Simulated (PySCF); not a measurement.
**`InChI=1S/C4H2N4/c5-3-4-1-2-6-8-7-4/h1-2H`**

Geometry:
```json
{"atom": "N1", "x (Å)": "3.284", "y (Å)": "0.180", "z (Å)": "-0.017"}
{"atom": "C2", "x (Å)": "2.161", "y (Å)": "-0.037", "z (Å)": "-0.008"}
{"atom": "C3", "x (Å)": "0.756", "y (Å)": "-0.257", "z (Å)": "0.002"}
{"atom": "C4", "x (Å)": "-0.144", "y (Å)": "0.813", "z (Å)": "-0.022"}
{"atom": "C5", "x (Å)": "-1.480", "y (Å)": "0.437", "z (Å)": "-0.007"}
{"atom": "N6", "x (Å)": "-1.838", "y (Å)": "-0.839", "z (Å)": "0.022"}
{"atom": "N7", "x (Å)": "-0.941", "y (Å)": "-1.767", "z (Å)": "0.041"}
{"atom": "N8", "x (Å)": "0.316", "y (Å)": "-1.521", "z (Å)": "0.034"}
{"atom": "H9", "x (Å)": "0.183", "y (Å)": "1.840", "z (Å)": "-0.048"}
{"atom": "H10", "x (Å)": "-2.287", "y (Å)": "1.157", "z (Å)": "-0.019"}
```

Theory: GIAO BHandHLYP/pcSseg-1 magnetisability, rotational g tensor and spin-rotation constants, non-relativistic, gas phase (PySCF 2.14.0). Geometry: GFN2-xTB.

(1) Give the nuclear spin-rotation constants along the inertial axes (H = +C I·J) beside the isotropic shieldings.

(2) How do the rotational constants and the g tensor change when H9, H10 are replaced by deuterium?

## Answers

(1) Rotational constants 6.4029, 1.6372, 1.3038 GHz. A star marks the isotopologue with that one atom substituted, in its own axes.
```
atom  isotope  Caa (kHz)  Cbb (kHz)  Ccc (kHz)  mean (kHz)  σ (ppm)
  N1      14N      0.301      0.397      0.307       0.335    -71.7
  N6      14N      1.792      0.626      0.030       0.816   -194.2
  N7      14N      2.912      0.513      0.058       1.161   -291.4
  N8      14N      2.605      0.410      0.033       1.016   -192.5
  H9       1H     -0.422      0.106     -0.147      -0.154     24.2
 H10       1H     -0.264      0.099     -0.124      -0.096     22.4
  C2     13C*     -0.078      0.723      0.593       0.412     66.2
  C3     13C*      3.681      0.501      0.168       1.450     39.4
  C4     13C*      2.451      0.753      0.125       1.110     54.1
  C5     13C*      2.422      0.891      0.166       1.160     29.0
```
For the geometry as given, no vibrational averaging.

(2) Constants 5.7757, 1.6111, 1.2597 GHz; g -0.1336, -0.0502, -0.0019, against -0.1465, -0.0512, -0.0018 before.
